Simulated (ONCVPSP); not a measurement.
**cadmium (Cd): excitation energies, all-electron against ONCV**

```json
{
  "Element": "cadmium",
  "Generator": "ONCVPSP 4.0.1",
  "Type": "optimised norm-conserving Vanderbilt (ONCV)",
  "Functional": "LDA (Perdew-Zunger)",
  "Relativity": "fully relativistic",
  "Frozen core": "[Ar] 3d10",
  "Valence charge": "20",
  "Reference configuration": "4s2 4p6 4d10 (charge +2)",
  "Partial waves": "4s: rc 1.40 bohr, ncon 4, nbas 8, qcut 10.8 1/bohr, 3 projectors, debl 2.1 Ha; 4p: rc 1.60 bohr, ncon 3, nbas 7, qcut 6.9 1/bohr, 2 projectors, debl 2.8 Ha; 4d: rc 1.45 bohr, ncon 5, nbas 9, qcut 10.7 1/bohr, 2 projectors, debl 2.7 Ha; f scattering state at 0.07 Ha: rc 1.45 bohr, ncon 4, nbas 8, qcut 8.4 1/bohr, 2 projectors, debl 4 Ha",
  "Local potential": "polynomial inside 1.00 bohr (lpopt 4, dvloc0 1 Ha)",
  "Core correction": "Teter function, fcfact 3.25, rcfact 1.75"
}
```

Open shells are filled in proportion to 2j + 1.

In the s channel the program set the typed energies aside and used -4.586, 0.250, 2.350 Ha. In the p channel the program set the typed energies aside and used -3.093, 0.250 Ha (j = l + 1/2; the other j can differ).

Energies are relative to the spin-unpolarised reference configuration 4s2 4p6 4d10; without spin polarisation the order of configurations can differ from experiment.

```csv
valence configuration,charge,ΔE all-electron (eV),error AE − PS (meV)
4s2 4p6 4d10 5s2,0,-27.150,-1.9
4s2 4p6 4d8,+4,92.527,+5.4
```

(1) What are ΔE and the potential's error for 4s2 4p6 4d9?

(2) What are ΔE and the potential's error for 4s2 4p6 4d10 5s1?

Levels in the configuration 4s2 4p6 4d10 5s1:

```
   level  all-electron (eV)  pseudo (eV)
4s j=1/2           -114.688     -114.680
4p j=3/2            -74.050      -74.047
4p j=1/2            -79.948      -79.942
4d j=5/2            -20.459      -20.460
4d j=3/2            -21.170      -21.169
5s j=1/2            -13.457      -13.456
```

Answers

(1) ΔE = 38.254 eV all-electron; the error (AE − PS) is +1.0 meV.

(2) ΔE = -17.521 eV all-electron; the error (AE − PS) is -0.8 meV.
